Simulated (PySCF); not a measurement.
C₄H₁₀Al (SMILES C[CH2][Al+][CH2]C), charge +1, singlet, at a GFN2-xTB geometry (such geometries of metal compounds can be far from the true shape). Base run: PySCF with PBE/6-31G.

Input for PySCF:
```python
from pyscf import gto, scf, dft

mol = gto.Mole()
mol.atom = '''
    Al   -0.090231    0.013567    0.200253
    C     1.518544   -0.834484    0.986570
    C     1.700641   -2.303655    0.526085
    H     1.444172   -0.801543    2.088628
    H     2.416701   -0.250324    0.717068
    H     1.820727   -2.373430   -0.554883
    H     0.850999   -2.921955    0.815228
    H     2.592689   -2.719166    0.990879
    C    -1.701969    0.862062   -0.579492
    C    -1.404928    2.259193   -1.182369
    H    -2.476671    0.956783    0.202820
    H    -2.126542    0.206698   -1.361026
    H    -0.674443    2.201083   -1.989088
    H    -1.025488    2.948190   -0.427982
    H    -2.322868    2.678597   -1.589697
'''
mol.basis = '6-31g'
mol.charge = 1
mol.spin = 0
mol.verbose = 4
mol.build()

mf = dft.RKS(mol)
mf.xc = 'pbe'
mf.kernel()
mo_i, mo_e, stable_i, stable_e = mf.stability(internal=True, external=True, return_status=True, nroots=6, tol=1e-6)
print('internally stable:', stable_i, ' externally stable:', stable_e)
if not stable_e:
    umf = mf.to_uhf() if not hasattr(mf, 'xc') else mf.to_uks()
    umf.scf_summary = {}
    umf.kernel(umf.make_rdm1(mo_e, umf.mo_occ))
```

The bond that is stretched is that between atoms 7 and 3. A test that says stable can miss a lower solution.

The base run was repeated with changes; each row names its change, and settings that it needs were set with it.

| change | ΔE vs base (mEh) | <S^2> | HOMO-LUMO gap (eV) | stability test says | outcome |
|---|---|---|---|---|---|
| base | 0.000 | 0.000 | 4.31 | stable | converged |
| bond × 1.25 | 24.762 | 0.000 | 4.30 | stable | converged |
| bond × 1.5 | 69.005 | 0.000 | 4.07 | stable | converged |
| bond × 1.8 | 118.0 | 0.000 | 3.41 | stable | converged |
| bond × 2.2 | 166.8 | 0.000 | 2.38 | external instability | converged |
| bond × 3.0 | - | - | - | - | not converged |

Where a bond breaks into two radicals, a solution with restricted orbitals usually stops being the lowest and lies too high; an unrestricted one lies lower at the price of spin contamination, which <S^2> shows.
